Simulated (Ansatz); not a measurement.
Steps of a relaxation of CH₈GeSSi (`[CH3][GeH]([SiH3])[SH]`) with RKS PBE0-D4/def2-TZVP.

```sh
$ ansatz run in.yaml --threads 4 --pin off --events-out ev --progress --plain --max-ram 10444MiB
```

```yaml
crystal:
  periodic: [false, false, false]
  atoms:
    - {symbol: C, position_ang: [-0.947926, 1.653574, -0.339774]}
    - {symbol: Ge, position_ang: [-0.612153, -0.211636, 0.187277]}
    - {symbol: Si, position_ang: [1.706330, -0.644342, 0.616870]}
    - {symbol: S, position_ang: [-1.231884, -1.446482, -1.607810]}
    - {symbol: H, position_ang: [-0.341902, 1.912286, -1.229187]}
    - {symbol: H, position_ang: [-0.673564, 2.333278, 0.490883]}
    - {symbol: H, position_ang: [-2.019824, 1.794251, -0.578833]}
    - {symbol: H, position_ang: [-1.505718, -0.590831, 1.408580]}
    - {symbol: H, position_ang: [2.195877, 0.161729, 1.793224]}
    - {symbol: H, position_ang: [2.515001, -0.272121, -0.596618]}
    - {symbol: H, position_ang: [1.920826, -2.104522, 0.915201]}
    - {symbol: H, position_ang: [-0.928165, -2.640383, -1.025615]}
basis:
  gaussian: {orbitals: def2-TZVP}
hamiltonian: {xc: pbe0, dispersion: d4}
relax: {f_tol: 0.005, max_steps: 150}
```

Positions (Å) and forces (eV/Å) along the path, 9 of 9 steps:

```xyz
12
step=1 energy=-76385.2150 eV
C    -0.948    1.654   -0.340   -0.053    0.276   -0.087
Ge   -0.612   -0.212    0.187   -0.100    0.013   -0.098
Si    1.706   -0.644    0.617    0.210   -0.037    0.035
S    -1.232   -1.446   -1.608    0.185   -0.256    0.496
H    -0.342    1.912   -1.229   -0.299   -0.126    0.433
H    -0.674    2.333    0.491   -0.137   -0.334   -0.408
H    -2.020    1.794   -0.579    0.528   -0.072    0.117
H    -1.506   -0.591    1.409    0.135    0.038   -0.215
H     2.196    0.162    1.793   -0.108   -0.171   -0.246
H     2.515   -0.272   -0.597   -0.184   -0.072    0.258
H     1.921   -2.105    0.915   -0.067    0.307   -0.069
H    -0.928   -2.640   -1.026   -0.110    0.432   -0.218
12
step=2 energy=-76385.2503 eV
C    -0.942    1.645   -0.340   -0.019    0.086   -0.013
Ge   -0.600   -0.207    0.188   -0.063    0.022   -0.038
Si    1.702   -0.641    0.616    0.082   -0.006    0.020
S    -1.227   -1.433   -1.582    0.053   -0.152    0.089
H    -0.344    1.904   -1.220   -0.080   -0.040    0.120
H    -0.675    2.321    0.480   -0.038   -0.090   -0.117
H    -2.003    1.778   -0.577    0.146   -0.024    0.032
H    -1.494   -0.599    1.387    0.027    0.023   -0.004
H     2.186    0.155    1.783   -0.018   -0.049   -0.058
H     2.498   -0.268   -0.589   -0.036   -0.020    0.066
H     1.901   -2.090    0.906   -0.013    0.076   -0.020
H    -0.925   -2.621   -1.017   -0.041    0.175   -0.077
12
step=3 energy=-76385.2527 eV
C    -0.945    1.640   -0.342    0.006   -0.003    0.005
Ge   -0.602   -0.208    0.185    0.006    0.044   -0.005
Si    1.701   -0.639    0.618    0.008   -0.007   -0.011
S    -1.226   -1.427   -1.587    0.009   -0.012    0.046
H    -0.351    1.895   -1.219    0.008    0.005   -0.016
H    -0.679    2.315    0.473    0.002    0.008    0.010
H    -2.001    1.770   -0.577   -0.017    0.000   -0.005
H    -1.483   -0.587    1.395   -0.014   -0.016   -0.002
H     2.190    0.145    1.784   -0.008    0.004    0.010
H     2.498   -0.268   -0.580    0.007    0.005   -0.008
H     1.896   -2.086    0.901    0.000   -0.014   -0.001
H    -0.923   -2.604   -1.016   -0.006   -0.014   -0.024
12
step=4 energy=-76385.2527 eV
C    -0.945    1.643   -0.341    0.000   -0.020   -0.012
Ge   -0.600   -0.203    0.191    0.023   -0.027    0.018
Si    1.704   -0.640    0.617   -0.012    0.006    0.004
S    -1.225   -1.429   -1.577   -0.028    0.016   -0.047
H    -0.352    1.895   -1.220    0.012    0.007   -0.020
H    -0.680    2.321    0.470    0.006    0.008    0.021
H    -2.001    1.770   -0.577   -0.025    0.003   -0.006
H    -1.484   -0.585    1.398   -0.001    0.000    0.005
H     2.189    0.144    1.786    0.007    0.003    0.013
H     2.502   -0.268   -0.579    0.005    0.007   -0.009
H     1.897   -2.087    0.899   -0.003   -0.013   -0.001
H    -0.926   -2.619   -1.032    0.016    0.009    0.035
12
step=5 energy=-76385.2534 eV
C    -0.949    1.643   -0.349    0.014    0.002    0.011
Ge   -0.595   -0.199    0.193   -0.030   -0.003   -0.018
Si    1.706   -0.643    0.619    0.010    0.002   -0.003
S    -1.230   -1.427   -1.571    0.002    0.008    0.004
H    -0.357    1.895   -1.229   -0.001    0.001    0.000
H    -0.687    2.325    0.461    0.001    0.007   -0.001
H    -2.007    1.765   -0.584    0.000   -0.006   -0.001
H    -1.478   -0.577    1.403    0.003    0.000    0.002
H     2.191    0.117    1.804   -0.001   -0.003   -0.003
H     2.508   -0.251   -0.571    0.000    0.001    0.007
H     1.893   -2.096    0.874   -0.003    0.002   -0.004
H    -0.918   -2.608   -1.016    0.005   -0.011    0.006
12
step=6 energy=-76385.2537 eV
C    -0.947    1.645   -0.351   -0.002    0.005   -0.003
Ge   -0.600   -0.197    0.191    0.005   -0.004    0.014
Si    1.703   -0.642    0.615   -0.012   -0.008    0.001
S    -1.233   -1.438   -1.563   -0.002   -0.001   -0.003
H    -0.353    1.895   -1.230   -0.002    0.002   -0.001
H    -0.686    2.328    0.459   -0.001   -0.005   -0.004
H    -2.004    1.768   -0.588    0.001    0.002   -0.002
H    -1.479   -0.570    1.405    0.002    0.001    0.000
H     2.184    0.099    1.814    0.003    0.002    0.001
H     2.508   -0.231   -0.565    0.004    0.004   -0.001
H     1.889   -2.099    0.848    0.003   -0.001   -0.002
H    -0.906   -2.613   -1.001    0.001    0.003   -0.001
12
step=7 energy=-76385.2538 eV
C    -0.947    1.646   -0.355   -0.001    0.003   -0.001
Ge   -0.600   -0.195    0.193    0.004   -0.006    0.012
Si    1.702   -0.643    0.615   -0.002   -0.003    0.001
S    -1.236   -1.441   -1.557    0.000   -0.004    0.002
H    -0.353    1.893   -1.235   -0.001    0.000    0.000
H    -0.686    2.331    0.453   -0.001   -0.003   -0.004
H    -2.005    1.768   -0.592    0.002    0.002   -0.001
H    -1.478   -0.564    1.410    0.000    0.002   -0.002
H     2.181    0.083    1.823    0.000   -0.001   -0.002
H     2.509   -0.216   -0.558    0.001    0.001    0.001
H     1.890   -2.103    0.829   -0.002    0.005   -0.002
H    -0.899   -2.612   -0.993   -0.002    0.003   -0.005
12
step=8 energy=-76385.2538 eV
C    -0.948    1.646   -0.358   -0.002    0.000    0.001
Ge   -0.601   -0.194    0.196    0.000    0.000    0.001
Si    1.702   -0.643    0.616    0.006   -0.005    0.001
S    -1.239   -1.442   -1.551    0.002   -0.003    0.004
H    -0.354    1.890   -1.239   -0.001   -0.002    0.001
H    -0.685    2.333    0.448    0.000    0.001   -0.001
H    -2.005    1.768   -0.595    0.002    0.001    0.000
H    -1.478   -0.559    1.414    0.001    0.002   -0.002
H     2.181    0.069    1.832   -0.004   -0.003   -0.005
H     2.510   -0.203   -0.552   -0.004   -0.001    0.004
H     1.889   -2.106    0.813    0.001    0.008   -0.001
H    -0.895   -2.613   -0.990   -0.001    0.002   -0.004
12
step=9 energy=-76385.2538 eV
C    -0.947    1.645   -0.358    0.000   -0.001    0.001
Ge   -0.601   -0.194    0.197    0.001   -0.003    0.001
Si    1.701   -0.644    0.616    0.004    0.001    0.000
S    -1.240   -1.443   -1.550   -0.001   -0.001    0.001
H    -0.354    1.888   -1.240    0.000   -0.001    0.000
H    -0.683    2.333    0.446    0.000    0.001    0.000
H    -2.005    1.768   -0.595    0.000    0.001    0.000
H    -1.479   -0.557    1.416    0.000    0.001   -0.001
H     2.179    0.067    1.834   -0.001   -0.002   -0.003
H     2.508   -0.200   -0.551   -0.002   -0.001    0.003
H     1.891   -2.106    0.810   -0.001    0.005    0.000
H    -0.894   -2.613   -0.991    0.000    0.001   -0.001
```

It took 35 s on 4 threads of an AMD EPYC 7R43 on a shared host, with 0.68 GiB of host memory at the peak.
